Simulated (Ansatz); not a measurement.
A thermochemical cycle in electronic energies (no zero-point or thermal terms), species as SMILES, kcal/mol. Structures are relaxed separately at B3LYP-D3(BJ)/def2-TZVP in Ansatz (an electronic-structure program). Valence correlation only, unless marked. Open shells are spin-unrestricted. Spin-orbit coupling is left out. No relativistic terms. CBS(X,Y): correlation extrapolated as X^-3; Hartree-Fock from the larger set. Anions need diffuse functions, of which def2-TZVPD holds fewer than the aug- sets.

| step | CCSD(T)/CBS(aug-cc-pVTZ,aug-cc-pVQZ) (Ansatz) | PBE0-D4/def2-TZVPD (Ansatz + dftd4) |
|---|---|---|
| bond energy D: F (HF) → F atom + H atom | 142.0 | 136.0 |
| deprotonation energy A: F (HF) -> [F-] + H+ | 376.4 | 375.6 |
| ionisation of the H atom at the same level, IE | 313.7 | 314.4 |

### Question
Find the electron affinity EA, positive where the anion is bound: F atom + e- → [F-].

### Answer
Breaking the bond, ionising the H atom and attaching the electron to the radical add up to the deprotonation, A = D + IE - EA. At CCSD(T)/CBS(aug-cc-pVTZ,aug-cc-pVQZ): EA = D + IE - A = 142.0 + 313.7 - 376.4 = 79.3. At PBE0-D4/def2-TZVPD: EA = D + IE - A = 136.0 + 314.4 - 375.6 = 74.8. The functional differs from the first level by -6.0 in D, -4.5 in EA and -0.8 in A; for EA and A the gap mixes functional and basis.
